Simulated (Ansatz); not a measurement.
System: I, charge 0, doublet.

Total energies in hartree (Ansatz, a quantum-chemistry and plane-wave program). UHF or UKS for unpaired electrons; spin-orbit terms are left out. Correlated methods leave the cores frozen (noble-gas shells, and filled d and f shells in the p block). Past Kr the def2 sets carry scalar-relativistic core potentials. Spin-orbit terms, left out, reach several kcal/mol for Br and I, and more for heavier atoms.

```tsv
species	HF/def2-TZVPPD	CCSD(T)/def2-TZVPPD	HF/def2-QZVPPD	CCSD(T)/def2-QZVPPD	CCSDT(Q)/def2-QZVPPD
1: I (doublet)	-296.65863	-296.79478	-296.65974	-296.81378	-296.81459
2: I+ (triplet)	-296.30773	-296.41625	-296.30897	-296.42923	-296.42989
```

**Question.** Work out the first ionisation energy (I+ (triplet) against I (doublet)) in eV: take Hartree-Fock from def2-QZVPPD, extrapolate the CCSD(T) correlation energy as X^-3 (X = 3, 4), and add CCSDT(Q) - CCSD(T) in def2-QZVPPD. 1 hartree = 27.211 eV.

**Answer.** 
Species 1: correlation (64·(-0.15404) - 27·(-0.13615))/37 = -0.16709; step -0.00081; E1 = -296.65974 + (-0.16709) + (-0.00081) = -296.82764
Species 2: correlation (64·(-0.12026) - 27·(-0.10852))/37 = -0.12883; step -0.00066; E2 = -296.30897 + (-0.12883) + (-0.00066) = -296.43846
-1·E1 +1·E2 = 0.38918 hartree = 10.59 eV.
